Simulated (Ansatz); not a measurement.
CH₄AlClFNSi, SMILES `N=[C](Cl)[Al]([F])[SiH3]`, relaxed with RKS PBE-D4/def2-SVP in the Gaussian-basis code of Ansatz from a rough embedded geometry. The force threshold is 0.03 eV/Å; the program also tests the step.

Total charge 0; spin multiplicity 1.

Start:

```xyz
10

N    -2.003   -0.498   -1.112
C    -1.745   -0.748    0.168
Cl   -2.974   -1.502    1.192
Al   -0.034   -0.180    0.993
F     0.276   -0.541    2.718
Si    1.674    0.726   -0.354
H    -1.295   -0.103   -1.695
H     1.152    2.015   -0.921
H     2.068   -0.182   -1.442
H     2.881    1.014    0.452
```

```json
{"step": "1", "energy (eV)": "-32276.1281", "largest force (eV/Å)": "3.625", "largest move (Å)": "0.000"}
{"step": "2", "energy (eV)": "-32276.4135", "largest force (eV/Å)": "1.937", "largest move (Å)": "0.147"}
{"step": "3", "energy (eV)": "-32276.5078", "largest force (eV/Å)": "1.259", "largest move (Å)": "0.077"}
{"step": "4", "energy (eV)": "-32276.5542", "largest force (eV/Å)": "0.549", "largest move (Å)": "0.065"}
{"step": "5", "energy (eV)": "-32276.5637", "largest force (eV/Å)": "0.287", "largest move (Å)": "0.021"}
{"step": "6", "energy (eV)": "-32276.5672", "largest force (eV/Å)": "0.037", "largest move (Å)": "0.026"}
{"step": "7", "energy (eV)": "-32276.5675", "largest force (eV/Å)": "0.015", "largest move (Å)": "0.008"}
```

End:

```xyz
10

N    -2.096   -0.548   -1.084
C    -1.756   -0.738    0.127
Cl   -2.940   -1.543    1.199
Al   -0.044   -0.252    1.021
F     0.148   -0.502    2.669
Si    1.728    0.749   -0.343
H    -1.330   -0.076   -1.600
H     1.233    2.040   -0.950
H     2.083   -0.169   -1.486
H     2.974    1.040    0.447
```

Run time 14 s (4 threads of an Arm Neoverse V1 on a shared host); peak host memory 0.22 GiB.
